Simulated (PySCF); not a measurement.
How methods differ on the ionisation energy of Dy²³⁺

Dy²³⁺ [Kr] 4d7 (4F) → Dy²⁴⁺ [Kr] 4d6 (5D), as a difference of total energies. All numbers are calculated (PySCF 2.14, the spin-free X2C one-electron Hamiltonian (Gaussian nucleus), in an even-tempered Gaussian basis (20 s from 1.4 bohr⁻², ratio 2.5; 14 p from 1.8 bohr⁻², ratio 2.5; 9 d from 1.8 bohr⁻², ratio 2.5; 4 f from 10 bohr⁻², ratio 2.7; 4 g from 15 bohr⁻², ratio 2.7)). The calculations carry no spin-orbit coupling.

```tsv
method	ionisation energy (eV)
UHF	787.30
M06	788.48
PBEsol	788.84
```

Spin-orbit coupling is strong in these open shells (close to jj coupling). The scalar numbers leave it out and a first-order estimate fails, so it can dominate the gap to the real levels.

Breit and QED terms and the two-electron picture change are absent.

For comparison: 786 ± 4 eV (theoretical estimate listed by NIST; NIST Atomic Spectra Database, ionization energies).
